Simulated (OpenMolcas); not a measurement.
## Ta IV: effect of the basis set

```yaml
Program: OpenMolcas
Method: CASSCF
Active_space: 2 electrons in 10 orbitals (5d 6d)
State_averaging: 2S+1 = 3 even, 10 roots; 2S+1 = 1 even, 15 roots
Spin-orbit_coupling: RASSI with atomic mean-field integrals over the reference wave functions, term energies averaged over their components
```

A. ANO-R2 [8s6p5d3f1g], X2C, finite nucleus; cost roughly 20 core-seconds
B. ANO-RCC-VTZP [8s7p5d3f2g1h], DKH2, point nucleus; cost roughly 28 core-seconds
C. ANO-RCC-VQZP [9s8p6d4f3g2h], DKH2, point nucleus; cost roughly 70 core-seconds

Energies in cm-1 above 5d2 3F2.

```csv
Level,A,B,C
5d2 3F2,0.0,0.0,0.0
5d2 3F3,4756,4513,4621
5d2 3F4,9189,8797,8971
5d2 3P0,12958,13123,13080
5d2 1D2 [57 %],13506,13518,13548
5d2 3P1,15411,15408,15454
5d2 3P2 [62 %],20603,20357,20521
5d2 1G4,20701,20685,20746
5d2 1S0,42203,42612,42466
```

Among A to C the level of the table that moves most is 5d2 1S0, by 410 cm-1 (lowest in A, highest in B).

Without dynamic correlation excited terms often stand tens of per cent too high (terms of higher spin than the ground term too low), and those without a measured partner can miss by more than the paired ones. Active for correlation alone: 6d; no level in the range computed is led by a configuration that fills it, so any true level of that kind is missing. Only configurations of the active space appear.

A share in square brackets marks a mixed level and gives the weight of the term that names it, the lowest over the columns.
